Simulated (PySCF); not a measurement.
## Electron correlation in In³⁷⁺ (indium, charge +37)

Starting occupation: [Ne] 3s2. Calculation: PySCF 2.14, in an uncontracted even-tempered set (18 s from 7.3 bohr⁻², ratio 2.4; 13 p from 9.5 bohr⁻², ratio 2.4; 4 d from 32 bohr⁻², ratio 2.6; 4 f from 48 bohr⁻², ratio 2.6); X2C-1e with screened-nucleus spin-orbit coupling, Gaussian nucleus. Frozen: 1s2; 10 electrons correlated; the 48 highest virtual spinors left out.

MP2 pair energies summed by pair of shells (mhartree):

```
       pair  energy  share (%)
3s1/2-3s1/2  -99.29       21.8
2p1/2-2p3/2  -98.79       21.7
2p3/2-2p3/2  -94.47       20.7
2p3/2-2s1/2  -40.92        9.0
2p3/2-3s1/2  -39.51        8.7
2p1/2-2p1/2  -23.09        5.1
2p1/2-2s1/2  -20.92        4.6
2p1/2-3s1/2  -18.38        4.0
2s1/2-2s1/2  -10.98        2.4
2s1/2-3s1/2   -9.02        2.0
```

Total MP2 correlation energy: -455.38 mhartree.

MP2 falls well short for the outer s pair, which is nearly degenerate with np².

At this charge the one-electron X2C treatment keeps the bare 1/r₁₂, with no two-electron picture change or Breit term. The effect here is smaller than on the frozen 1s shell.
